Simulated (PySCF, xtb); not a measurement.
N,N-disilylmethanamine (CH₉NSi₂), SMILES CN([SiH3])[SiH3].

Harmonic wavenumbers (cm⁻¹) from GFN2-xTB in xtb at its own minimum, in rising order: 87, 95, 136, 220, 244, 323, 546, 561, 571, 586, 633, 746, 764, 778, 805, 808, 830, 952, 1099, 1154, 1182, 1432, 1499, 1509, 2176, 2187, 2219, 2225, 2293, 2311, 2915, 2982, 2990.

What does ωB97X-D3(BJ)/def2-SVP run with PySCF give at its own minimum? (An estimate is asked for; the answer gives what the named calculation found.)

92, 97, 116, 195, 232, 266, 567, 665, 711, 733, 768, 936, 948, 949, 972, 985, 1004, 1023, 1142, 1186, 1230, 1464, 1483, 1495, 2220, 2223, 2238, 2246, 2271, 2285, 3028, 3109, 3129. Paired by order, the mean absolute difference is 77 cm⁻¹ and the zero-point energies are 57.0 and 60.0 kcal/mol.
